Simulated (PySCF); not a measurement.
Electron correlation in I³⁹⁺ (iodine, charge +39)

[Ne] 3s2 3p2, high-spin 3P determinant. All numbers are calculated (PySCF 2.14, scalar relativity by spin-free X2C-1e, in an even-tempered Gaussian basis (18 s from 6.9 bohr⁻², ratio 2.5; 12 p from 9 bohr⁻², ratio 2.5; 4 d from 37 bohr⁻², ratio 2.7; 4 f from 55 bohr⁻², ratio 2.7)). Frozen: 1s2; 12 electrons correlated; the 21 highest virtual orbitals of each spin left out.

| level | correlation energy (mhartree) |
| --- | --- |
| CCSD | -518.20 |
| (T) | -0.99 |
| CCSD(T) | -519.19 |

Diagnostics: T1 = 0.00065, D1 = 0.0028, largest double amplitude 0.054.

Spin-orbit coupling is strong in this species (close to jj coupling), so the high-spin LS determinant is a model state, not a physical level.

Cost of the coupled-cluster step: about 40 core-seconds, for 12 correlated electrons.

At this charge the one-electron X2C treatment keeps the bare 1/r₁₂, with no two-electron picture change or Breit term. The effect here is smaller than on the frozen 1s shell; and a scalar Hamiltonian misses the large spin-orbit splitting of the p shells, which matters for ns² → np² pairs.

Spin-orbit coupling is strong in this species, so the high-spin LS determinant is a model state.
